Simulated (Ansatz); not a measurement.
```xyz
5

C     0.0054   -0.0592   -0.5924
C    -0.0044   -0.0484    0.7314
H    -0.0079    0.6822    1.5338
H    -0.0056   -0.9811   -1.1587
H    -0.0055    0.8851   -1.1662
```

Basis set: 6-31G* (spherical functions). Correlated methods keep 2 orbitals frozen. Charge 0, multiplicity 2.

Computed with Ansatz (development build ahead of 0.2.0); each method stands on the lowest determinant of its kind that the runs found.

The atomization energy at this shape (free ground-state atoms in the same class of orbitals less the molecule, no zero-point energy) of doublet C₂H₃:

```
method  atomization energy
   UHF            14.51 eV
```

Task: What does UHF-MP2 give?

Result: 17.47 eV. Caution: the unrestricted determinant is spin contaminated.
